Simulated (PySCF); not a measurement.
# C₆ coefficients of unlike pairs at UHF

Calculated with PySCF 2.14 from the dipole response of each species, C₆(A,B) = (3/π) ∫ α_A(iu) α_B(iu) du, in atomic units, from isotropic polarisabilities. For ions this is the dispersion term alone; charge-induced terms of lower order in 1/R come first.

```json
{"species": "Ar", "configuration": "[Ar] (1S)", "basis": "aug-cc-pV(T+d)Z (6s5p4d2f)", "relativity": "none", "α (bohr³)": "10.59", "C₆ (like pair)": "61.59"}
{"species": "N", "configuration": "[He] 2s2 2p3 (4S)", "basis": "aug-cc-pCVTZ-DK with one added diffuse shell each of s, p, d, f type (8s7p5d3f)", "relativity": "spin-free X2C", "α (bohr³)": "7.172", "C₆ (like pair)": "23.34"}
{"species": "Br⁺", "configuration": "[Ar] 3d10 4s2 4p4 (3P)", "basis": "aug-cc-pVTZ-PP with one added diffuse shell each of s, d, f type with ECP10MDF (7s5p5d3f)", "relativity": "core potential", "α (bohr³)": "12.33", "C₆ (like pair)": "75.89"}
{"species": "Ge", "configuration": "[Ar] 3d10 4s2 4p2 (3P)", "basis": "aug-cc-pVTZ-DK (7s6p4d2f)", "relativity": "spin-free X2C", "α (bohr³)": "41.25", "C₆ (like pair)": "361.3"}
```

Task: Estimate C₆ for Ge with N.

Result: The integral gives 86.06. The combination rule 2 C_A C_B / (C_A α_B/α_A + C_B α_A/α_B) gives 85.59 and the geometric mean 91.83.

No spin-orbit coupling is included.

The other pairs:

```csv
pair,C₆
"N, Ar",37.83
"Ge, Br⁺",154.0
"Br⁺, N",42.05
"Ge, Ar",136.2
"Br⁺, Ar",68.26
```
